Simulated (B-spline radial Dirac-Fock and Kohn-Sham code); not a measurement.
## Dipole and non-dipole photoemission parameters of Tb⁺ 4p3/2

System: the Tb⁺ ion, [Xe] 4f9 6s1; threshold 287.4 eV (orbital energy of the model). The computed values come from a radial finite-basis atomic code: Dirac-Hartree-Slater photoionisation with a Latter tail; cross sections with all multipoles, angular parameters from the dipole term and its interference with E2.

For linearly polarised light dσ/dΩ = σ/(4π) [1 + β P₂(cos θ) + (δ + γ cos²θ) sin θ cos φ], with θ from the polarisation vector and φ the angle between the beam and the projection of the electron momentum on the plane normal to the polarisation.

```
hν (eV)  σ (kb)       β       γ      δ
    300     289  -0.934  -0.087  0.046
    416     247   0.386  -0.052  0.071
    682     161   1.214   0.282  0.029
    707     155   1.248   0.286  0.026
    789     136   1.341   0.284  0.019
    819     130   1.369   0.278  0.017
    853     123   1.398   0.271  0.015
   1190    77.1   1.570   0.152  0.004
 1253.6    71.3   1.589   0.130  0.003
   1270    69.9   1.594   0.124  0.003
   1320    65.8   1.607   0.108  0.002
 1486.9    54.4   1.642   0.060  0.001
   2080       ?       ?       ?      ?
 2984.4    15.3   1.731  -0.007  0.004
   3740    9.61   1.727   0.085  0.007
   4240    7.35   1.719   0.162  0.008
   6000    3.38   1.680   0.459  0.014
   7660    1.90   1.637   0.736  0.021
   7780    1.83   1.634   0.755  0.022
   9590    1.08   1.586   1.030  0.031
  10100   0.951   1.573   1.101  0.034
  12000   0.608   1.526   1.347  0.045
```

Q: Give the values at 2080 eV.

A: σ = 30.4 kb, β = 1.706, γ = -0.031, δ = 0.002.
